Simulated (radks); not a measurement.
Q: Radial electron density D(r) = 4 pi r^2 rho(r) of an atom or ion with 23 electrons. Method: scalar-relativistic Kohn-Sham, LDA (Slater exchange, Perdew-Wang correlation), spin-unpolarised, spherical densities, point nucleus; computed with a radial shooting solver on a logarithmic mesh with Libxc functionals.

```
   r/bohr * D(r) (the largest magnitude, 34.9, reaches the edge; | marks zero)
 0.002461 |*
 0.002775 | *
 0.003129 | *
 0.003528 |  *
 0.003977 |  *
 0.004485 |   *
 0.005056 |    *
 0.005701 |     *
 0.006428 |      *
 0.007247 |        *
 0.008171 |          *
 0.009213 |            *
  0.01039 |               *
  0.01171 |                 *
   0.0131 |                    *
  0.01477 |                        *
  0.01665 |                            *
  0.01878 |                               *
  0.02117 |                                   *
  0.02387 |                                       *
  0.02691 |                                          *
  0.03035 |                                             *
  0.03421 |                                               *
  0.03858 |                                                *
  0.04349 |                                                *
  0.04904 |                                               *
  0.05529 |                                             *
  0.06234 |                                           *
  0.07029 |                                        *
  0.07925 |                                      *
  0.08936 |                                      *
   0.1007 |                                      *
   0.1136 |                                         *
   0.1281 |                                             *
   0.1444 |                                                 *
   0.1628 |                                                    *
   0.1836 |                                                      *
    0.207 |                                                     *
   0.2334 |                                                 *
   0.2631 |                                          *
   0.2967 |                                  *
   0.3345 |                           *
   0.3771 |                      *
   0.4252 |                    *
   0.4794 |                    *
   0.5406 |                      *
   0.6046 |                        *
   0.6817 |                         *
   0.7686 |                        *
   0.8667 |                     *
   0.9771 |                 *
    1.102 |             *
    1.242 |         *
    1.401 |     *
    1.579 |   *
     1.78 | *
    2.007 |*
    2.263 |*
    2.552 *
    2.877 *
    3.244 *
    3.658 *
```

What is the nuclear charge?

A: Z = 26. The innermost maximum, from 1s, lies near gamma/Z bohr with gamma = sqrt(1 - (Z/c)^2) = 0.982, here 0.0378 bohr (found: 0.0408), and its height grows with Z. The density is that of the iron ion Fe3+ in [Ar] 3d5; the configuration itself is not fixed sharply by these data, and Z only to about a unit. D(r) has 3 maxima, at r = 0.0408, 0.187, 0.687 bohr, and minima at 0.0894, 0.443 bohr, inside which lie 2.12, 10.67 electrons.
